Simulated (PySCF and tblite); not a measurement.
Results of a calculation; reference values are marked as such.
# C5H9BrO, numbered as in [Br:1][C@@H:2]1[CH2:3][CH2:4][CH2:5][O:6][CH2:7]1: conformational analysis

Free energies: PBE0-D3(BJ)/def2-TZVP on PBE0-D3(BJ)/def2-SVP structures plus GFN2-xTB thermal terms, symmetry and mirror images included. Conformers within 4 kcal/mol (GFN2-xTB free energy) were kept, 5 at most. GIAO shieldings: PBE0/pcSseg-1. Couplings: B3LYP/pcSseg-1 with pcJ-1 on H (gas phase; spin-dipole term only for pairs with B, N, F, Si or P). Couplings are for ¹H. Shifts are against TMS (¹H), TMS (¹³C) at the same level; of two unlike H on one atom, a is the less shielded. Programs: PySCF with density fitting and tblite.

The 6-ring runs over atoms 2–3–4–5–6–7.

```json
{"conformer": "1", "shape": "6-ring chair (all substituents equatorial)", "symmetry": "C1", "E(GFN2) kcal/mol": "0.00", "E(DFT) kcal/mol": "0.00", "G(298.15 K) kcal/mol": "0.00", "weight %": "91.4", "dipole D": "2.12"}
{"conformer": "2", "shape": "6-ring chair (Br1 axial)", "symmetry": "C1", "E(GFN2) kcal/mol": "1.68", "E(DFT) kcal/mol": "1.34", "G(298.15 K) kcal/mol": "1.40", "weight %": "8.6", "dipole D": "2.87"}
```

Weights (%) against temperature:

| T (K) | 1 | 2 | S(mix) cal/mol/K |
| --- | --- | --- | --- |
| 220 | 95.6 | 4.4 | 0.36 |
| 260 | 93.5 | 6.5 | 0.48 |
| 298.15 | 91.4 | 8.6 | 0.58 |
| 340 | 89.3 | 10.7 | 0.67 |
| 380 | 87.5 | 12.5 | 0.75 |

Averaged shifts at 298.15 K. ¹H: 3.92 (H7a, 1H), 3.70 (H5a, 1H), 3.63 (H2, 1H), 3.21 (H5b, 1H), 3.16 (H7b, 1H), 2.10 (H3a, 1H), 1.59 (H4a, 1H), 1.52 (H3b, 1H), 1.39 (H4b, 1H) ppm. ¹³C: 75.7 (C7), 68.4 (C5), 56.1 (C2), 37.7 (C3), 29.9 (C4) ppm.

Averaged couplings (Hz): ³J(H2,H3b) 12.5, ³J(H2,H3a) 5.3, ⁴J(H2,H4b) -0.5, ³J(H2,H7b) 11.1, ³J(H2,H7a) 5.5, ²J(H3b,H3a) -14.1, ³J(H3b,H4a) 13.7, ³J(H3b,H4b) 4.9, ³J(H3a,H4a) 4.5, ³J(H3a,H4b) 4.4, ⁴J(H3a,H5b) -0.6, ⁴J(H3a,H5a) 1.5, ⁴J(H3a,H7b) -0.5, ⁴J(H3a,H7a) 1.9, ²J(H4a,H4b) -15.0, ³J(H4a,H5b) 12.3, ³J(H4a,H5a) 5.2, ³J(H4b,H5b) 2.8, ³J(H4b,H5a) 2.7, ²J(H5b,H5a) -12.9, ⁴J(H5b,H7a) -0.6, ⁴J(H5a,H7b) -0.6, ²J(H7b,H7a) -12.6.

Coordinates of conformer 1 (Å):

```xyz
16

Br   -2.420    1.761   -0.866
C    -0.949    0.899    0.082
C     0.325    0.916   -0.744
C     1.403    0.116   -0.015
C     0.875   -1.259    0.360
O    -0.303   -1.163    1.123
C    -1.345   -0.529    0.435
H    -0.821    1.480    1.006
H     0.115    0.456   -1.725
H     0.649    1.950   -0.935
H     1.704    0.643    0.906
H     2.303    0.021   -0.643
H     0.684   -1.853   -0.559
H     1.600   -1.815    0.972
H    -1.600   -1.074   -0.497
H    -2.228   -0.540    1.089
```

Spin–orbit effects of the heavy atoms on shieldings are missing. At a carbon that bears Br the missing effect is some 10 ppm, beside I tens of ppm. Shifts are unscaled: against experiment ¹³C can be off by 15 ppm or more and ¹H by 0.8 ppm.

Search and properties took 3.4 min on 1 thread of Arm Neoverse V2, on a host shared with other jobs (rough), launched as `OMP_NUM_THREADS=1 python ens_run.py task.json out`.
